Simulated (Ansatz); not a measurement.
A search over several starts for the lowest SCF solution of Be3S2⁻ at the given spin, in a small basis.

```yaml
crystal:
  periodic: [false, false, false]
  atoms:
    - {symbol: Be, position_ang: [-0.699068, 1.298842, -0.078260]}
    - {symbol: Be, position_ang: [0.852629, -0.276511, -0.008117]}
    - {symbol: Be, position_ang: [-1.326736, -0.641857, 0.097536]}
    - {symbol: S, position_ang: [-0.000116, -2.004244, 0.158872]}
    - {symbol: S, position_ang: [1.173300, 1.623770, -0.170041]}
basis:
  gaussian: {orbitals: def2-SVP}
total_charge: -1
magnetization: {spin_polarized: true, initial_magnetization: 1}
hamiltonian: {xc: pbe0, dispersion: d4}
output: {orbitals: {seedname: orbitals}}
```

```sh
$ ansatz run in.yaml --threads 4 --pin off --events-out ev --progress --plain --max-ram 3916MiB
```

It prints (some lines left out):

```
Functional definition: PBE0
700 factors; integrals over basis functions are off by at most 2.9e-4 eV
mean field evaluation 1: about -22860.5617 eV, gradient 4.8e0 eV
mean field evaluation 2: about -22860.6814 eV, gradient 4.4e0 eV
mean field evaluation 4: about -22860.8558 eV, gradient 4.9e-1 eV
mean field evaluation 8: about -22861.1962 eV, gradient 2.9e-2 eV
mean field evaluation 16: about -22861.1962 eV, gradient 1.1e-4 eV
mean field -22861.19624232 eV, -840.1334660300 hartree, gradient 1.8e-5 eV, S^2 0.758527; 4 other end points of the search recorded, 0 dependent functions left out
reference -22861.19627294 eV, -840.1334671553 hartree; 23, 22 occupied and 40, 41 virtual orbitals, 700 factors
Total energy: -22861.34245199 eV, -840.1388391362 hartree
```

Hardware: 4 threads of Arm Neoverse V2 on a shared host. Wall time 1.5 s.

The highest occupied level of the charge -1 doublet lies above zero (up to 0.52 eV). By energy differences its removal costs 0.91 eV (vertical, to the charge 0 singlet, at CCSD(T)/def2-TZVPD). The structure comes from a short search, and lower isomers may exist.
